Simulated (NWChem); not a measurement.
System: C₄H₃FN₂; SMILES Fc1cncnc1

Results from NWChem. Pople sets run with spherical d functions. The geometry was optimised at B3LYP/6-31G* (spherical d). Static field.

### Question
Taking B3LYP/def2-SVPD as the yardstick, which of these has the fewest basis functions while keeping “isotropic polarisability (bohr³)” within 5 % of it: B3LYP/def2-SVP; B3LYP/6-31+G*; B3LYP/6-31G*?

### Answer
B3LYP/6-31+G*.
| level | basis functions | isotropic polarisability (bohr³) |
|---|---|---|
| B3LYP/6-31G* | 104 | 47.0 |
| B3LYP/def2-SVP | 113 | 48.4 |
| B3LYP/6-31+G* | 132 | 56.0 |
| B3LYP/def2-SVPD | 167 | 57.4 |

The yardstick is one finite set, not the basis-set limit.
